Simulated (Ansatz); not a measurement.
Species: H4OSi2, SMILES `O=[SiH][SiH3]` (charge 0, multiplicity 1).

Problem. Give a relaxed geometry from B3LYP-D3(BJ)/def2-TZVP run with Ansatz (an electronic-structure program).

Solution. the end point of this relaxation (outside a Z-matrix the atoms follow the SMILES, hydrogens last).
Bonded distances (Å): O1–Si2 1.525, Si2–Si3 2.355, Si2–H4 1.492, Si3–H5 1.477, Si3–H6 1.483, Si3–H7 1.483. Bond angles (°): O1–Si2–Si3 123.6, O1–Si2–H4 121.9, Si3–Si2–H4 114.4, Si2–Si3–H5 109.9, Si2–Si3–H6 108.1, Si2–Si3–H7 108.5, H5–Si3–H6 110.7, H5–Si3–H7 110.8, H6–Si3–H7 108.8.
